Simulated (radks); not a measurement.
The numbers below are computed, except where a source is named.
Species: As4+. Configuration: [Ar] 3d10 4s1 (the NIST ground configuration).

Level of theory: scalar-relativistic Kohn-Sham, LDA (Slater exchange, VWN5 correlation), spin-polarised, spherical densities, point nucleus; open shells are filled with parallel spins first (a radial shooting solver on a logarithmic mesh with Libxc functionals).

Energy parts (hartree):
| part | energy |
|---|---|
| total | -2253.86454 |
| kinetic | 2296.55786 |
| electron-nucleus | -5382.13847 |
| Hartree | 910.91633 |
| exchange-correlation | -79.20028 |

Orbitals (lengths in bohr, moments of r in powers of bohr; <r^-3> diverges for s and p1/2; r(90%) holds 90 % of the orbital's charge):
| orbital | occ. | eigenvalue (hartree) | <r> | r(90%) | <r^-3> |
|---|---|---|---|---|---|
| 1s up | 1 | -431.8235 | 0.04556 | 0.0814 | - |
| 1s down | 1 | -431.8190 | 0.04556 | 0.0814 | - |
| 2s up | 1 | -56.41312 | 0.2031 | 0.314 | - |
| 2s down | 1 | -56.41065 | 0.2031 | 0.314 | - |
| 2p up | 3 | -49.75224 | 0.1773 | 0.290 | 1105 |
| 2p down | 3 | -49.74961 | 0.1773 | 0.290 | 1105 |
| 3s up | 1 | -8.81872 | 0.5990 | 0.895 | - |
| 3s down | 1 | -8.81314 | 0.5986 | 0.894 | - |
| 3p up | 3 | -6.75662 | 0.6169 | 0.947 | 154.0 |
| 3p down | 3 | -6.74996 | 0.6162 | 0.945 | 154.3 |
| 3d up | 5 | -3.34755 | 0.6689 | 1.12 | 17.17 |
| 3d down | 5 | -3.33672 | 0.6650 | 1.11 | 17.28 |
| 4s up | 1 | -2.13822 | 1.666 | 2.42 | - |
| 4s down | 0 | -2.07194 | 1.668 | 2.43 | - |

The highest occupied level is 4s up at -58.184 eV. The density falls to 0.001 e/bohr^3 at r = 2.82 bohr.
